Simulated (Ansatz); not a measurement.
```yaml
crystal:
  periodic: [false, false, false]
  atoms:
    - {symbol: O, position_ang: [-0.479385, 0.224881, 0.895916]}
    - {symbol: Al, position_ang: [0.255369, 1.073076, -0.649366]}
    - {symbol: C, position_ang: [0.019278, -0.984625, -0.413877]}
    - {symbol: O, position_ang: [0.475281, -1.677822, 0.141226]}
    - {symbol: F, position_ang: [-0.960177, 2.200877, -1.140105]}
    - {symbol: H, position_ang: [-0.047766, -0.159601, 1.446981]}
    - {symbol: H, position_ang: [1.674814, 1.744151, 0.044937]}
    - {symbol: H, position_ang: [-1.246580, -1.106731, -0.616844]}
    - {symbol: H, position_ang: [0.292663, -2.608083, 0.487073]}
basis:
  gaussian: {orbitals: aug-pcseg-2}
total_charge: 1
magnetization: {spin_polarized: true, initial_magnetization: 1}
hamiltonian: {xc: {name: PBE0}, dispersion: d4}
output: {forces: true}
```

```sh
$ ansatz run in.yaml --threads 2 --pin off --events-out ev --progress --plain --max-ram 4352MiB
```

Output, abridged:

```
Functional definition: PBE0
1375 factors; their error is unknown
mean field evaluation 1: about -14462.9653 eV, gradient 8.5e1 eV
mean field evaluation 2: about -14334.2752 eV, gradient 1.7e2 eV
mean field evaluation 4: about -14486.0895 eV, gradient 2.2e1 eV
mean field evaluation 8: about -14487.7591 eV, gradient 6.6e-1 eV
mean field evaluation 16: about -14487.7997 eV, gradient 4.2e-3 eV
mean field -14487.79967284 eV, -532.4168177936 hartree, gradient 5.8e-5 eV, S^2 0.761436; 2 other end points of the search recorded, 0 dependent functions left out
reference -14487.79971821 eV, -532.4168194609 hartree; 24, 23 occupied and 302, 303 virtual orbitals, 1375 factors
Total energy: -14487.91208023 eV, -532.4209486888 hartree
Atom 0 at    -0.479385     0.224881     0.895916 Å, force    -7.937434     7.854896   -12.135868 eV/Å
Atom 1 at     0.255369     1.073076    -0.649366 Å, force    -1.079675     3.961695     1.970513 eV/Å
Atom 2 at     0.019278    -0.984625    -0.413877 Å, force   -22.212712    25.124102   -18.552315 eV/Å
Atom 3 at     0.475281    -1.677822     0.141226 Å, force    19.107828   -28.510071    19.990139 eV/Å
Atom 4 at    -0.960177     2.200877    -1.140105 Å, force     1.779698    -2.186035     0.189694 eV/Å
Atom 5 at    -0.047766    -0.159601     1.446981 Å, force     8.309279    -6.599477    11.148046 eV/Å
Atom 6 at     1.674814     1.744151     0.044937 Å, force    -0.681437    -0.830317    -1.131313 eV/Å
Atom 7 at    -1.246580    -1.106731    -0.616844 Å, force     2.604662     0.291945    -0.955110 eV/Å
Atom 8 at     0.292663    -2.608083     0.487073 Å, force     0.109791     0.893262    -0.523786 eV/Å
Dipole moment:     0.563041    -2.016505     0.183660 e Å
```

It took 23 s on 2 threads of an Arm Neoverse V2 on a shared host, with 1.3 GiB of host memory at the peak.
